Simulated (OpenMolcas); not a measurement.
**C: RASPT2 settings compared**

```json
{"Program": "OpenMolcas", "Basis": "ANO-L-VDZP [3s2p1d]", "Scalar Hamiltonian": "non-relativistic, point nucleus", "Active space": "4 electrons in 9 orbitals (RAS2 2s 2p; RAS3 3d, at most 2 electrons)", "State averaging": "2S+1 = 3 even, 3 roots; 2S+1 = 1 even, 6 roots kept (CI in the orbitals of an earlier block); 2S+1 = 5 odd, 1 root", "Spin-orbit coupling": "RASSI with atomic mean-field integrals over the reference wave functions, term energies averaged over their components"}
```

Methods on the same reference wave functions:
A. RASSCF
B. SS-RASPT2, IPEA 0.4 Eh, sigma1 regulariser 0.3 Eh (closed shells correlated: 1s)
C. SS-RASPT2, IPEA 0.2 Eh, sigma2 regulariser 0.5 Eh (closed shells correlated: 1s)
D. XMS-RASPT2, IPEA 0.35 Eh, imaginary shift 0.05 Eh (closed shells correlated: 1s)

Energies in cm⁻¹ above 2s² 2p² ³P₀, the measured ground level; measured values from NIST Handbook of Basic Atomic Spectroscopic Data.

| Level | A | B | C | D | Measured |
| --- | --- | --- | --- | --- | --- |
| 2s² 2p² ³P₀ | 0.0 | 0.0 | 0.0 | 0.0 | 0.0 |
| 2s² 2p² ³P₁ | 15.8 | 15.8 | 15.8 | 15.8 | 16.4 |
| 2s² 2p² ³P₂ | 47.1 | 47.1 | 47.1 | 47.1 | 43.4 |
| 2s² 2p² ¹D₂ | 12799 | 12280 | 12360 | 12190 | 10193 |
| 2s² 2p² ¹S₀ | 26969 | 23690 | 24280 | 23520 | 21648 |
| 2s 2p³ ⁵S°₂ | 30369 | 31260 | 31170 | 31430 | 33735 |

Deviations, from unrounded energies. A percentage is the sum of absolute deviations over the sum of measured energies, with the sign that they share, or ± where signs differ.

| Against measurement | Levels | A | B | C | D |
| --- | --- | --- | --- | --- | --- |
| mean absolute deviation (cm-1) | 5 | 2300 | 1300 | 1500 | 1200 |
| fine structure of the ground term (%) | 2 | ±7.2 | ±7.2 | ±7.2 | ±7.2 |
| other terms of the ground configuration (%) | 2 | +24.9 | +13.0 | +15.1 | +12.1 |
| other configurations (%) | 1 | -10.0 | -7.3 | -7.6 | -6.8 |

D lies closest to measurement on these levels and A furthest from it. The largest miss of D in the table is 2s 2p³ ⁵S°₂, by -2300 cm-1. The ranking rests on the paired levels alone, and a cruder setting can come out closer through cancelling errors.

Among B to D the level of the table that moves most is 2s² 2p² ¹S₀, by 760 cm-1 (lowest in D, highest in C). Moves below CASPT2's spread within the term are not significant.

From A to B the spin-free energies of the other terms of 2s² 2p² shown, above ³P, scale by factors of 0.88 to 0.96.

The lowest spin-free term lies below A's lowest term by 0.016 hartree in B, 0.017 hartree in C, 0.018 hartree in D.

Term energies are means over components that CASPT2 splits; among the terms shown or strongly mixed into the levels shown the widest spread is 48 cm-1 (2s² 2p² ¹D, B). Terms from blocks run as CI alone lack orbitals of their own. Active for correlation alone: 3d; no level in the range computed is led by a configuration that fills it, so any true level of that kind is missing. Without dynamic correlation excited terms often stand tens of per cent too high (terms of higher spin than the ground term too low), and those without a measured partner can miss by more than the paired ones (holds for A). Some terms miss by over 15 % even with CASPT2, which points to a basis or an active space too small for the shells correlated (holds for B; C; D). Computed and measured levels are paired by configuration, term and J; levels that our copy of the source lacks, or whose pairing is in doubt (as where it misses far off the trend of its configuration), stay unpaired and out of the deviations. Levels of configurations outside the active space are missing.

° marks odd parity.
